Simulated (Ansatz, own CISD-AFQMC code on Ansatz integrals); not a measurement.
H3B3, SMILES `B1BB1` (charge 0, multiplicity 1).

Cartesian coordinates (Å):
SMILES: B1BB1
```xyz
6

B     -0.5354    -0.7514     0.0499
B      0.8916    -0.3737    -0.3108
B     -0.6115     0.7661     0.0244
H     -1.2158    -1.7047     0.2484
H      1.9276     0.1283    -0.5776
H     -0.4565     1.9355    -0.0457
```
Charge 0, multiplicity 1.

Frozen-core correlation energies in cc-pVDZ at a geometry from PBE0-D3(BJ)/def2-TZVP, on an HF energy of -75.65081 Ha (<S^2> = 0.00, restricted and unstable towards unrestricted orbitals). Wave-function levels are from Ansatz, the walk from an own CISD-AFQMC code on Ansatz integrals (time step 0.005/Ha, trial state from CCSD amplitudes, largest double 0.10).

```
level     correlation energy (mHa)
--------  ------------------------
MP2                         -247.7
CCSD                        -283.3
CCSD(T)                     -297.6
CCSDT(Q)                    -300.3
```

Q: What correlation energy does phaseless AFQMC give, and where does it lie among these levels?

A: -299.1 ± 0.4 mHa (one standard error). AFQMC minus each level: MP2 -51.4 mHa, CCSD -15.8 mHa, CCSD(T) -1.5 mHa, CCSDT(Q) +1.2 mHa.
